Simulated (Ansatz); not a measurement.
Geometry optimisation, RKS B3LYP/def2-SVP (Ansatz).

The input (input.yaml):

```yaml
crystal:
  periodic: [false, false, false]
  atoms:
    - { symbol: B, position_ang: [0.4271, 0.2888, 1.1859] }
    - { symbol: C, position_ang: [0.4705, -1.1869, 0.0598] }
    - { symbol: C, position_ang: [0.7982, -0.9178, -1.4049] }
    - { symbol: H, position_ang: [0.1764, -0.0987, 2.2673] }
    - { symbol: H, position_ang: [1.4177, 0.8908, 0.9944] }
    - { symbol: H, position_ang: [-0.2965, -0.0282, 0.2572] }
    - { symbol: Si, position_ang: [-1.3244, 1.5326, 0.4343] }
    - { symbol: H, position_ang: [1.3127, -1.7093, 0.5153] }
    - { symbol: H, position_ang: [-0.3892, -1.8567, 0.147] }
    - { symbol: H, position_ang: [-0.0591, -0.5048, -1.937] }
    - { symbol: H, position_ang: [1.0991, -1.8342, -1.9125] }
    - { symbol: H, position_ang: [1.618, -0.2048, -1.4873] }
    - { symbol: H, position_ang: [-1.8554, 1.3389, -0.9274] }
    - { symbol: H, position_ang: [-0.914, 2.9336, 0.4913] }
    - { symbol: H, position_ang: [-2.4812, 1.3569, 1.3166] }
basis:
  gaussian: { orbitals: def2-SVP }
hamiltonian:
  xc: b3lyp
relax:
  f_tol: 0.15
  max_steps: 25
  restrain:
    - { distance: [0, 6], at: 1.95, k: 30.0 }
    - { distance: [5, 1], at: 1.07, k: 30.0 }
    - { distance: [0, 1], at: 2.9, k: 30.0 }
    - { distance: [5, 6], at: 2.72, k: 30.0 }
```

Launched with:

```bash
$ ansatz run input.yaml --threads 2 --pin off --max-ram 3072MiB --backend cpu --events-out ev --progress --plain --runs-dir out
```

Where does it end, and by what steps?

The run converged. The restraints hold the end off the free minimum. After 9 steps the energy has fallen by 0.930 eV (the restraints' own energy left out); H14 moved furthest, 0.77 Å. Parted: B1–H6 (1.22 → 1.97 Å). Joined: C2–H6 (1.40 → 1.09 Å).

```
step  energy less start (eV)  largest force component (eV/Å)  accepted
   0                  0.0000                           0.634       yes
   1                 -0.0369                           1.830       yes
   2                  0.0219                           2.546       yes
   3                  0.1308                           2.362       yes
   4                 -0.5331                           1.268       yes
   5                 -0.8430                           0.740       yes
   6                 -0.9067                           0.684       yes
   7                 -0.9205                           0.629       yes
   8                 -0.9264                           0.686       yes
   9                 -0.9296                           0.684       yes
```

```xyz
15
Properties=species:S:1:pos:R:3
B 0.285 0.958 1.421
C 0.369 -1.475 -0.154
C 0.826 -1.164 -1.576
H 0.275 0.343 2.461
H 1.358 1.187 0.919
H -0.126 -0.607 0.292
Si -1.336 1.802 0.680
H 1.208 -1.762 0.501
H -0.378 -2.284 -0.125
H -0.018 -0.845 -2.212
H 1.281 -2.051 -2.050
H 1.577 -0.358 -1.590
H -1.386 1.751 -0.820
H -1.303 3.261 1.064
H -2.632 1.247 1.190
```

Run time: 18 s on 2 threads of Intel(R) Xeon(R) 6975P-C (Granite Rapids), with other jobs on the host, peak memory 0.26 GiB.
